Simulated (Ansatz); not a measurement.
Consider the redistribution: `N#[C][SnH3]` + `C[CH2][Zn][NH2]` → `[CH3][SnH2][C]#N` + `[CH3][Zn][NH2]`.

Computed with Ansatz on PBE0-D4/def2-TZVP structures; ΔE is electronic, products minus reactants. CCSD(T)/CBS is the MP2 limit (def2-TZVPP, def2-QZVPP) plus CCSD(T) − MP2 in def2-TZVPP, frozen cores. DFT in def2-TZVPP. Elements past krypton have def2 core potentials. For Sn, Zn outer-core shells are correlated without core-valence functions, which leaves a few kJ/mol of doubt a bond. Scalar relativity is left out up to krypton. One conformer a species, not always the lowest.

| species | r2SCANh energy (Eh) |
| --- | --- |
| `N#[C][SnH3]` | -308.96044 |
| `C[CH2][Zn][NH2]` | -1914.51119 |
| `[CH3][SnH2][C]#N` | -348.27402 |
| `[CH3][Zn][NH2]` | -1875.21716 |

(1) Work out ΔE.

Largest T1 diagnostic among the species: 0.014.

Results:

(1) ΔE = (-348.27402) + (-1875.21716) − (-308.96044) − (-1914.51119) = -0.01955 Eh = -12.3 kcal/mol. CCSD(T)/CBS gives -13.7 kcal/mol.

In def2-TZVPP, CCSD(T) changes the Hartree–Fock value by −1.2 kcal/mol (the triples alone add −0.2 kcal/mol) and MP2 by −2.4 kcal/mol. Leaving LDA and LC-ωPBE aside and taking each functional with its dispersion term where it has one, the values, not all of them listed here, spread over 1.7 kcal/mol, from B2PLYP to B97M-V. LDA lies +1.4 kcal/mol from PBE without D4. At CCSD(T), def2-SVP lies +6.0 kcal/mol from the extrapolated value and def2-TZVPP +1.2 kcal/mol.
